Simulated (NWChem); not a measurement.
Species: Si2H5O2F; SMILES O[SiH2]O[SiH2]F

```xyz
10

O      1.2094     1.4993     0.3600
Si    -0.3597     1.5283    -0.1653
O     -1.0194    -0.0036    -0.0348
Si    -0.3979    -1.5070     0.1859
F      1.1526    -1.4569    -0.3269
H      1.7808     0.8347    -0.0420
H     -1.0949     2.4562     0.7257
H     -0.4746     1.9261    -1.5961
H     -1.1263    -2.4850    -0.6565
H     -0.3715    -1.8844     1.6203
```
Atoms are numbered in this order, from 1.

Program: NWChem. Medium grid unless said otherwise, to which SCAN and Minnesota functionals are sensitive. Structure relaxed at the PBE0/def2-SVP level.

**Question.** Among these, which level gives the lowest value of “highest occupied level (eV)”?
(A) PBE/def2-SVP
(B) Hartree-Fock/def2-SVP
(C) M05-2X/def2-SVP
(D) M06-L/def2-SVP

**Answer.** B, Hartree-Fock/def2-SVP. Values: Hartree-Fock/def2-SVP -12.37; M05-2X/def2-SVP -10.12; M06-L/def2-SVP -7.56; PBE/def2-SVP -7.15
